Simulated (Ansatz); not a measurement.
Consider the redistribution: `[NH2][Zr]([F])([Cl])[Cl]` + `C[N](C)[Mg][NH2]` → `C[N](C)[Zr]([NH2])([F])[Cl]` + `[NH2][Mg][Cl]`.

Calculated with Ansatz (gas phase, PBE0-D4/def2-TZVP geometries, no zero-point term in ΔE). CCSD(T)/CBS adds triple-zeta CCSD(T) − MP2 to the extrapolated MP2 energy (def2 sets, frozen cores). DFT in def2-TZVPP. HSE06 is defined as in plane-wave codes. def2 core potentials past Kr. For Mg, Zr outer-core shells are correlated without core-valence functions, which leaves a few kJ/mol of doubt a bond. Each species was taken in one conformer, which may not be the lowest.

```json
{"level": "BLYP-D4", "ΔE (kcal/mol)": "-16.4", "difference from CCSD(T)/CBS": "1.0"}
{"level": "B97M-V", "ΔE (kcal/mol)": "-16.6", "difference from CCSD(T)/CBS": "0.8"}
{"level": "r2SCANh-D4", "ΔE (kcal/mol)": "-17.6", "difference from CCSD(T)/CBS": "-0.2"}
{"level": "revPBE", "ΔE (kcal/mol)": "-14.9", "difference from CCSD(T)/CBS": "2.5"}
{"level": "BLYP", "ΔE (kcal/mol)": "-14.6", "difference from CCSD(T)/CBS": "2.8"}
{"level": "HSE06", "ΔE (kcal/mol)": "-16.4", "difference from CCSD(T)/CBS": "1.0"}
{"level": "CAM-B3LYP", "ΔE (kcal/mol)": "-16.2", "difference from CCSD(T)/CBS": "1.2"}
{"level": "CCSD/def2-SVP", "ΔE (kcal/mol)": "-18.8", "difference from CCSD(T)/CBS": "-1.4"}
{"level": "CCSD(T)/def2-SVP", "ΔE (kcal/mol)": "-18.7", "difference from CCSD(T)/CBS": "-1.3"}
{"level": "MP2/def2-QZVPP", "ΔE (kcal/mol)": "-17.9", "difference from CCSD(T)/CBS": "-0.5"}
{"level": "CCSD(T)/CBS", "ΔE (kcal/mol)": "-17.4", "difference from CCSD(T)/CBS": "0"}
```

Largest T1 diagnostic among the species: 0.016.

At CCSD(T), def2-SVP lies −1.3 kcal/mol from the extrapolated value and def2-TZVPP −0.5 kcal/mol. From PBE to PBE0 (25 % exact exchange), in def2-TZVPP and without D4, ΔE moves by −1.0 kcal/mol. Leaving LDA and LC-ωPBE aside and taking each functional with its dispersion term where it has one, the values, not all of them listed here, spread over 1.8 kcal/mol, from BHLYP-D4 to PBE-D4. LDA lies −1.0 kcal/mol from PBE without D4.
